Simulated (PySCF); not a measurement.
A geometry optimisation, step by step.

Compound: BH9NPSi2.
Numbering: `[SiH3:1][N:2]([SiH3:3])[BH:4][PH2:5]` (hydrogens: H6, H7, H8 on Si1; H9, H10, H11 on Si3; H12 on B4; H13, H14 on P5)

Computed by this run: PBE0-D3(BJ)/def2-SVP geometry optimisation, gas phase (PySCF 2.14.0); density fitting, grid level 1; the optimiser is geomeTRIC in internal coordinates, started from a GFN2-xTB structure with every atom displaced at random (about 0.01 Å). 5 of its 10 geometries are shown. The frame can shift and turn from step to step; on so coarse a grid that alone can change the energy by a few meV, and forces under 0.02 eV/Å are noise.

Step 0: E = -27335.9325 eV, largest atomic force 1.750 eV/Å
```
atom  x, y, z in Å  |  force x, y, z in eV/Å
Si1    -1.584   -1.279   -0.140   -0.214   1.113   0.129
N2     -0.283   -0.220    0.367    0.884  -0.142   0.255
Si3    -0.657    1.489    0.609    0.735  -0.601   0.335
B4      1.054   -0.721    0.522   -1.571   0.625  -0.185
P5      2.505    0.364    0.970   -0.123   0.558   1.653
H6     -2.676   -1.118    0.845   -0.335  -0.146   0.071
H7     -2.026   -0.779   -1.462   -0.283  -0.068  -0.278
H8     -1.101   -2.620   -0.219    0.340  -1.216  -0.079
H9     -2.070    1.577    0.920   -0.827   0.158   0.105
H10     0.157    1.964    1.757    0.048   0.182   0.046
H11    -0.327    2.201   -0.616    0.090   0.568  -0.546
H12     1.212   -1.880    0.453    0.232  -1.033  -0.078
H13     3.440   -0.324    0.270    1.228  -0.931  -0.760
H14     2.350    1.330   -0.002   -0.203   0.933  -0.668
```

Step 2: E = -27336.2044 eV, largest atomic force 0.153 eV/Å
```
atom  x, y, z in Å  |  force x, y, z in eV/Å
Si1    -1.670   -1.376   -0.088   -0.027  -0.033   0.004
N2     -0.347   -0.288    0.369   -0.008  -0.008  -0.023
Si3    -0.677    1.448    0.506   -0.014   0.029  -0.013
B4      0.958   -0.805    0.574    0.069   0.050   0.028
P5      2.477    0.270    1.095   -0.009  -0.076  -0.133
H6     -2.772   -1.298    0.917    0.008   0.001   0.015
H7     -2.227   -0.953   -1.409    0.002   0.007   0.002
H8     -1.146   -2.766   -0.177   -0.002   0.020   0.002
H9     -2.140    1.599    0.761    0.003   0.007  -0.006
H10     0.111    2.018    1.635   -0.020  -0.017   0.019
H11    -0.330    2.171   -0.753    0.010  -0.021  -0.004
H12     1.138   -2.002    0.514    0.010   0.011   0.010
H13     3.434   -0.449    0.316   -0.040   0.040   0.044
H14     2.323    1.346    0.166    0.018  -0.010   0.054
```

Step 4: E = -27336.2088 eV, largest atomic force 0.122 eV/Å
```
atom  x, y, z in Å  |  force x, y, z in eV/Å
Si1    -1.679   -1.383   -0.067    0.009   0.068   0.045
N2     -0.347   -0.292    0.356    0.013  -0.049  -0.011
Si3    -0.677    1.445    0.485    0.037  -0.041  -0.016
B4      0.963   -0.804    0.550   -0.085   0.058  -0.016
P5      2.478    0.248    1.091   -0.017  -0.015   0.119
H6     -2.744   -1.304    0.977   -0.011  -0.016  -0.012
H7     -2.272   -0.952   -1.370   -0.016  -0.009   0.004
H8     -1.153   -2.767   -0.171    0.009  -0.043  -0.011
H9     -2.145    1.608    0.694   -0.014  -0.003  -0.007
H10     0.075    2.002    1.645   -0.012   0.021   0.002
H11    -0.281    2.149   -0.769    0.010   0.034   0.009
H12     1.152   -1.999    0.478    0.004  -0.017   0.005
H13     3.426   -0.425    0.279    0.092  -0.045  -0.067
H14     2.337    1.387    0.249   -0.018   0.057  -0.045
```

Step 7: E = -27336.2149 eV, largest atomic force 0.049 eV/Å
```
atom  x, y, z in Å  |  force x, y, z in eV/Å
Si1    -1.688   -1.394   -0.022   -0.007  -0.028  -0.003
N2     -0.342   -0.298    0.340   -0.003   0.024  -0.017
Si3    -0.665    1.440    0.455   -0.026   0.013   0.007
B4      0.969   -0.804    0.525    0.022  -0.035   0.002
P5      2.490    0.235    1.074    0.042   0.024  -0.004
H6     -2.699   -1.348    1.076    0.006   0.002   0.007
H7     -2.360   -0.959   -1.284    0.005   0.005   0.001
H8     -1.156   -2.776   -0.174   -0.002   0.017   0.002
H9     -2.148    1.606    0.529    0.005  -0.003  -0.005
H10    -0.031    1.994    1.685    0.002  -0.005  -0.001
H11    -0.152    2.167   -0.743    0.006  -0.010   0.002
H12     1.165   -1.999    0.455   -0.011   0.009  -0.007
H13     3.434   -0.377    0.200   -0.036   0.015   0.015
H14     2.318    1.429    0.311   -0.002  -0.027   0.000
```

Step 9: E = -27336.2159 eV, largest atomic force under 0.02 eV/Å
```
atom  x, y, z in Å  |  force x, y, z in eV/Å
Si1    -1.685   -1.398   -0.010   -0.001  -0.004   0.001
N2     -0.339   -0.298    0.337    0.006   0.006  -0.004
Si3    -0.667    1.440    0.449   -0.001   0.001   0.000
B4      0.973   -0.803    0.525    0.002  -0.003   0.005
P5      2.493    0.242    1.069   -0.003   0.003   0.000
H6     -2.678   -1.361    1.106    0.001  -0.001   0.001
H7     -2.378   -0.958   -1.258   -0.001   0.000   0.001
H8     -1.149   -2.776   -0.177    0.000   0.000   0.000
H9     -2.151    1.602    0.481    0.000   0.001   0.001
H10    -0.067    1.991    1.698    0.000  -0.001   0.000
H11    -0.117    2.168   -0.731   -0.002  -0.001  -0.002
H12     1.168   -1.998    0.454   -0.001   0.000  -0.002
H13     3.427   -0.366    0.183    0.001  -0.001   0.001
H14     2.304    1.430    0.300    0.000   0.000  -0.001
```

**Question.** Summarise the path.

**Answer.** The energy falls by 6.53 kcal/mol from step 0 to step 9; nine tenths of that is first reached at step 1. It falls at every step. The largest force goes from 1.750 to under 0.02 eV/Å. Among the bonds P5–H13 changes most, from 1.356 to 1.424 Å; the atoms move by 0.222 Å rms after alignment.

**Question.** Follow the three bonds and two angles with the largest change from start to end.

**Answer.** 
```csv
step,E above end (kcal/mol),largest force (eV/Å),P5–H13 (Å),Si1–H8 (Å),B4–P5 (Å),P5–B4–H12 (°),N2–Si1–H7 (°)
0,6.53,1.750,1.356,1.428,1.866,119.0,106.0
1,0.65,0.481,1.445,1.496,1.941,116.5,110.1
2,0.26,0.153,1.428,1.488,1.933,116.4,109.4
3,0.22,0.107,1.421,1.486,1.928,115.4,109.3
4,0.16,0.122,1.418,1.485,1.922,115.7,109.2
5,0.11,0.061,1.422,1.487,1.922,115.5,109.3
6,0.05,0.058,1.425,1.489,1.922,115.0,109.5
7,0.02,0.049,1.425,1.489,1.922,114.9,109.5
8,0.00,under 0.02,1.424,1.488,1.923,115.0,109.5
9,0.00,under 0.02,1.424,1.488,1.924,115.2,109.4
```

The cost below is that of the whole optimisation. Hardware: an Arm Neoverse V1 with one thread, shared host with 32 logical CPUs at a one-minute load of 35. Cost: 71 s of wall time, 0.50 GiB resident at most.
